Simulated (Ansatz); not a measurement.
Basis-set extrapolation for C2H2AlClO (PBE0-D4/def2-TZVP geometry, frozen core, Ansatz). Multiplicity 1, RHF reference.

|  | def2-TZVPP | def2-QZVPP |
| --- | --- | --- |
| HF | -853.334624 | -853.361103 |
| MP2 correlation | -0.797598 | -0.862006 |
| CCSD(T) correlation | -0.863344 | not run |

Energies in hartree. Use E(X) = E(∞) + A·exp(−7.88·√X) for Hartree–Fock and E(X) = E(∞) + B·X^(−2.97) for correlation, with X = 3 and 4, and add CCSD(T) minus MP2 of the smaller set to the MP2 limit.

**Question.** What is the CCSD(T) energy at the basis-set limit?

**Answer.** HF limit: -853.361103 + (-0.026479) × 0.13774 = -853.36475. MP2 limit: -0.862006 + (-0.064408) × 0.74074 = -0.90972. Higher-order term: -0.863344 − (-0.797598) = -0.06575. Total: -854.34022 hartree, 373.5 kJ/mol below CCSD(T)/def2-TZVPP.
